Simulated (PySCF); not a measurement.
Radial density of Yb²⁺ (ytterbium, charge +2)

LC-wPBE, [Xe] 4f13 5d1, one real determinant (an excited configuration). Calculation: PySCF 2.14, in ANO-RCC-VTZP; scalar relativity by spin-free X2C-1e.

```
r (bohr)  4πr²ρ (e/bohr)  4πr²(ρα − ρβ)
  0.0195           87.65        -0.0002
  0.0329           89.74         0.0003
  0.0553           125.6         0.0069
  0.0930           101.6         0.0380
   0.156           112.8         0.1481
   0.263           66.76         0.6880
   0.443           65.22         1.4934
   0.744           30.66         0.9650
    1.25           12.04         0.6900
    2.11           2.431         0.4215
    3.54          0.1447         0.1036
    5.96         0.02176         0.0216
    10.0       0.0006965         0.0007
```

Densities and radii are taken from the X2C orbitals without a picture-change correction, which distorts them close to the nucleus.

⟨L²⟩ = 18.00 against 30 for a pure H term, so this real determinant mixes terms. Spin-orbit coupling, absent here, splits the open shell strongly.
